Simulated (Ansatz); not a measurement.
C2H5ClO2Si can be A, `O[SiH2]/C(O)=C\Cl`, or B, `O/C=C(\Cl)[SiH2]O`.

Gas-phase electronic energies from Ansatz, PBE0-D4/def2-TZVP geometries. CCSD(T)/CBS is the MP2 limit (def2-TZVPP, def2-QZVPP) plus CCSD(T) − MP2 in def2-TZVPP, frozen cores. Double bonds are as drawn, so ΔE can hold a change between cis and trans. DFT in def2-TZVPP. B3LYP here is the variant with VWN-RPA as its local correlation; programs differ in this. Each species was taken in one conformer, which may not be the lowest.

(1) Which is lower in electronic energy at CCSD(T)/CBS, and by how much? (An estimate is asked.)

(2) Give E(B) − E(A) in kcal/mol with MP2/def2-TZVPP, HF/def2-TZVPP, CCSD/def2-TZVPP, CCSD(T)/def2-TZVPP, PBE0-D4, ωB97M-V, B3LYP-D4. (An estimate is asked.)

Largest T1 diagnostic: 0.013.

Results:

(1) Ansatz gave: B, by 7.4 kcal/mol.

(2) Ansatz gave: MP2/def2-TZVPP -7.8, HF/def2-TZVPP -8.9, CCSD/def2-TZVPP -7.2, CCSD(T)/def2-TZVPP -7.2, PBE0-D4 -7.2, ωB97M-V -6.8, B3LYP-D4 -7.1. None reverses the order clearly.

In def2-TZVPP, CCSD(T) changes the Hartree–Fock value by +1.7 kcal/mol (the triples alone add +0.1 kcal/mol) and MP2 by +1.1 kcal/mol.
